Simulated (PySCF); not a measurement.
# Working out the ionisation energy of Te²⁺

Te²⁺ [Kr] 4d10 5s2 5p2 (3P) → Te³⁺ [Kr] 4d10 5s2 5p1 (2P). Computed with PySCF 2.14 in x2c-TZVPPall, with scalar relativity by spin-free X2C-1e. Frozen: [Ar] 3d10. Energies in hartree (1 hartree = 27.21139 eV):

| part | Te²⁺ (lower) | Te³⁺ (upper) |
| --- | --- | --- |
| UHF | -6789.894794 | -6788.905195 |
| MP2 opposite-spin | -0.317951 | -0.308660 |
| MP2 same-spin | -0.180365 | -0.170534 |

Question: What does Hartree-Fock give?

Answer: (-6788.905195) − (-6789.894794) = 0.989599 hartree = 26.928 eV.

Question: What do MP2 and SCS-MP2 (6/5 opposite-spin, 1/3 same-spin) give?

Answer: The opposite-spin parts differ by 0.253 eV and the same-spin parts by 0.268 eV. MP2: 26.928 + (0.253) + (0.268) = 27.449 eV. SCS-MP2: 26.928 + 1.2 × (0.253) + (0.268)/3 = 27.321 eV.

A first-order spin-orbit estimate adds -0.076 eV to MP2 (valence and next inner shell), giving 27.373 eV against 27.84 ± 0.04 eV (measured; NIST Atomic Spectra Database, ionization energies).

What remains against the reference includes basis incompleteness, the frozen core and correlation beyond second order.
